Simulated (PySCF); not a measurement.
C2H5FO2Si. Atoms are numbered in the order given.

```xyz
11

C     -2.3597     0.4061     0.4133
C     -1.2730    -0.2668     0.8155
Si     0.3440    -0.0921    -0.0537
O      0.2868     0.9922    -1.3043
O      0.8132    -1.5606    -0.6254
F      1.4591     0.4681     0.9960
H     -2.3238     1.0774    -0.4516
H     -3.3270     0.3140     0.9195
H     -1.3529    -0.9348     1.6822
H      0.4692     1.9149    -1.0921
H      1.5835    -1.5838    -1.2058
```
Charge 0, spin multiplicity 1.

The structure is a stationary point at B3LYP-D3(BJ)/def2-SVP. One conformer was computed; it need not be the lowest.

These are TDA-CAM-B3LYP/def2-SVPD (PySCF) values and carry that method's errors.

Vertical excitations. Isolated molecule, no solvent.

Computed UV-visible absorptions:
```
state  energy (eV)  λ (nm)      f                                                                    main pairs
-----  -----------  ------  -----  ----------------------------------------------------------------------------
S1            7.02     177  0.002                                                              HOMO−1→LUMO 85 %
S2            7.68     161  0.040                                                              HOMO→LUMO+1 74 %
S3            7.87     158  0.538                                                                HOMO→LUMO 86 %
S4            8.29     150  0.054                                        HOMO−1→LUMO+1 56 %, HOMO−3→LUMO+1 20 %
S5            8.39     148  0.019      HOMO→LUMO+2 28 %, HOMO→LUMO+3 26 %, HOMO→LUMO+1 12 %, HOMO−2→LUMO+1 11 %
S6            8.53     145  0.001       HOMO−2→LUMO+1 27 %, HOMO→LUMO+3 23 %, HOMO−2→LUMO 12 %, HOMO−3→LUMO 8 %
S7            8.64     144  0.002                           HOMO−3→LUMO 44 %, HOMO−2→LUMO 25 %, HOMO−6→LUMO 9 %
S8            8.74     142  0.004        HOMO→LUMO+2 33 %, HOMO→LUMO+4 32 %, HOMO−3→LUMO 11 %, HOMO→LUMO+3 10 %
S9            8.87     140  0.042  HOMO−3→LUMO+1 28 %, HOMO−1→LUMO+1 21 %, HOMO−2→LUMO+1 12 %, HOMO−2→LUMO 10 %
S10           9.00     138  0.010                                                              HOMO−6→LUMO 58 %
T1            4.22     294      0                                                                HOMO→LUMO 91 %
T2            6.39     194      0                                                              HOMO−1→LUMO 82 %
T3            7.54     164      0                          HOMO→LUMO+1 68 %, HOMO→LUMO+2 12 %, HOMO→LUMO+3 12 %
T4            7.87     157      0                                        HOMO−1→LUMO+1 46 %, HOMO−3→LUMO+1 24 %
```
Triplets are in the Tamm–Dancoff approximation.
